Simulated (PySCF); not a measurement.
sulfur tetrafluoride cation (F4S), SMILES FS(F)(F)F (connectivity only; charge and spin as stated), charge +1, multiplicity 2.

Geometry: PBE0-D3(BJ)/def2-SVP. The spin state was assumed, not searched.

Two levels are set side by side: PBE/def2-TZVP (PySCF) and CAM-B3LYP/def2-TZVP (PySCF). Same geometry, gas phase. Differences are taken from unrounded values.

```json
[
 {"quantity": "α-spin orbital gap (eV)", "CAM-B3LYP": "10.73"},
 {"quantity": "β-spin orbital gap (eV)", "CAM-B3LYP": "9.91"},
 {"quantity": "mean polarisability (bohr³)", "CAM-B3LYP": "22.6"}
]
```

### Question
What does PBE give, and how far is it from CAM-B3LYP? (An estimate is asked for; the answer gives what the named calculation found.)

### Answer

```json
[
 {"quantity": "α-spin orbital gap (eV)", "PBE": "5.15", "PBE minus CAM-B3LYP": "-5.58"},
 {"quantity": "β-spin orbital gap (eV)", "PBE": "3.94", "PBE minus CAM-B3LYP": "-5.97"},
 {"quantity": "mean polarisability (bohr³)", "PBE": "23.4", "PBE minus CAM-B3LYP": "0.9"}
]
```

PBE's more diffuse valence density responds more strongly to a field. Differences between two approximate levels are no errors against the true value.

Rough cost on one machine, each run with all the roots and properties that it gave: CAM-B3LYP against PBE within a factor of 2.
